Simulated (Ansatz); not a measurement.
`CO[SiH](F)[SiH3]` → `CO[Si]F` + SiH₄ at 298.15 K and 1 bar (silylene formation by 1,1-elimination).

Isolated molecules relaxed with PBE0-D4/def2-TZVP in Ansatz; ΔE leaves out vibrations. CCSD(T)/CBS is the MP2 limit (def2-TZVPP, def2-QZVPP) plus CCSD(T) − MP2 in def2-TZVPP, frozen cores. This one scheme is used for every species. Each species was taken in one conformer, which may not be the lowest.

| species | CCSD(T)/CBS energy (Eh) | H − E (kJ/mol) | S (J/(mol·K)) |
| --- | --- | --- | --- |
| `CO[SiH](F)[SiH3]` | -795.47815 | 233.0 | 381.9 |
| `CO[Si]F` | -503.96814 | 134.5 | 307.8 |
| SiH₄ | -291.46306 | 92.1 | 204.8 |

H − E and S are ideal-gas, rigid-rotor, harmonic terms from PBE0-D4/def2-TZVP, for one conformer and one mirror image of each species. 1 Eh = 2625.50 kJ/mol, R = 8.31446 J/(mol·K).

Question: By hand: ΔE, ΔH, ΔS and ΔG.

Answer: ΔE = (-503.96814) + (-291.46306) − (-795.47815) = 0.04695 Eh = 123.3 kJ/mol. Δ(H − E) = 134.5 + 92.1 − 233.0 = -6.4, so ΔH = 116.9 kJ/mol. ΔS = 307.8 + 204.8 − 381.9 = 130.7 J/(mol·K). ΔG = 116.9 − 298.15 × (130.7)/1000 = 77.9 kJ/mol.

Question: By hand: the equilibrium constant, and the temperature at which ΔG would vanish if ΔH and ΔS stayed fixed.

Answer: log₁₀ K = −ΔG/(RT ln 10) = -13.6. ΔG = 0 at ΔH/ΔS = 894 K.

The number of gas molecules changes by +1, which sets the sign of ΔS. A doubt of 5 kJ/mol in ΔE shifts log₁₀ K by 0.9 here. Other conformers and mirror images would add mixing entropy, several J/(mol·K) or more a flexible species. These are equilibria of isolated gas molecules and say nothing of rates. Largest T1 diagnostic: 0.014 (customary marks: 0.02 for closed shells, 0.045 for open ones).
